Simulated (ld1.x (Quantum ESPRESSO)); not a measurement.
**Al TM: all-electron and pseudo phase curves**

aluminium (Al), norm-conserving Troullier–Martins (Kleinman–Bylander form), made with ld1.x (Quantum ESPRESSO) 7.5 (LDA (PZ), scalar-relativistic). Core [Ne], reference 3s2 3p1. Waves: 3s (bound): rc 2.15 bohr; 3p (bound): rc 2.30 bohr. Local part: all-electron potential smoothed inside 1.85 bohr (lloc = -1). Core correction: Bessel-smoothed model core inside 1.80 bohr.

The phase is arctan(r·u′/u) with u = r·R(r), unwrapped; energies in Ry, scanned from -3 to 5 Ry. A pole is an energy at which the radial function vanishes at the test radius. The pseudo phase is shifted by a multiple of π to meet the all-electron one at the reference energy, and phase errors are pseudo minus all-electron; the curves can meet again beyond the range given. Levels narrower than the energy grid can be missing from the lists of poles.

| channel | radius (bohr) | reference energy (Ry) | poles, all-electron | poles, pseudo | unbroken range about the reference energy with phases within 0.05 rad | phase error 1 Ry above the reference energy (rad) |
| --- | --- | --- | --- | --- | --- | --- |
| s | 2.50 | -0.58 | 0.96 | 0.86, 3.94 | below 1.6 | -0.009 |
| p | 2.50 | -0.20 | 1.77 | 1.65 | below 2.6 | -0.009 |

Phases in the p channel:

| E (Ry) | all-electron | pseudo |
| --- | --- | --- |
| -3.00 | 1.314 | 1.312 |
| -2.52 | 1.283 | 1.281 |
| -2.04 | 1.240 | 1.238 |
| -1.56 | 1.173 | 1.171 |
| -1.08 | 1.052 | 1.050 |
| -0.60 | 0.771 | 0.769 |
| -0.12 | -0.068 | -0.068 |
| 0.36 | -1.016 | -1.022 |
| 0.84 | -1.349 | -1.359 |
| 1.32 | -1.492 | -1.505 |
| 1.80 | -1.576 | -1.597 |
| 2.28 | -1.639 | -1.672 |
| 2.76 | -1.698 | -1.757 |
| 3.24 | -1.765 | -1.887 |
| 3.72 | -1.857 | -2.202 |
| 4.20 | -2.019 | -3.363 |
| 4.68 | -2.417 | -4.248 |
